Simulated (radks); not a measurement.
V I, 23 electrons, occupied as [Ar] 3d3 4s2. Calculated with a radial shooting solver on a logarithmic mesh with Libxc functionals: scalar-relativistic Kohn-Sham, PBE, spin-polarised, spherical densities, finite nucleus; open shells are filled with parallel spins first; Fermi nuclear charge, rms radius 3.6002 fm.

Radial electron density D(r) = 4 pi r^2 rho(r):

```
   r/bohr * D(r) (the largest magnitude, 29.6, reaches the edge; | marks zero)
 0.002175 |*
 0.002492 |*
 0.002855 |*
 0.003271 | *
 0.003747 | *
 0.004293 |  *
 0.004919 |   *
 0.005635 |    *
 0.006456 |     *
 0.007397 |       *
 0.008475 |         *
 0.009787 |           *
  0.01121 |              *
  0.01285 |                 *
  0.01472 |                     *
  0.01686 |                         *
  0.01932 |                             *
  0.02213 |                                  *
  0.02536 |                                      *
  0.02905 |                                          *
  0.03328 |                                              *
  0.03813 |                                                 *
  0.04369 |                                                  *
  0.05005 |                                                  *
  0.05734 |                                                *
   0.0657 |                                             *
  0.07527 |                                          *
  0.08624 |                                       *
   0.0988 |                                      *
   0.1132 |                                      *
   0.1297 |                                         *
   0.1486 |                                             *
   0.1716 |                                                  *
   0.1966 |                                                     *
   0.2252 |                                                      *
    0.258 |                                                   *
   0.2956 |                                            *
   0.3387 |                                  *
    0.388 |                         *
   0.4446 |                   *
   0.5093 |                *
   0.5835 |                *
   0.6685 |                   *
   0.7659 |                     *
   0.8775 |                     *
    1.005 |                  *
    1.152 |              *
     1.32 |          *
    1.512 |       *
    1.732 |    *
    1.984 |  *
    2.274 |  *
    2.605 | *
    3.008 | *
    3.446 |*
    3.948 |*
    4.524 |*
    5.183 *
    5.938 *
    6.803 *
    7.794 *
    8.929 *
    10.23 *
    11.72 *
```

D(r) has 3 maxima, at r = 0.0458, 0.215, 0.817 bohr, and minima at 0.104, 0.530 bohr, inside which lie 2.14, 10.48 electrons.
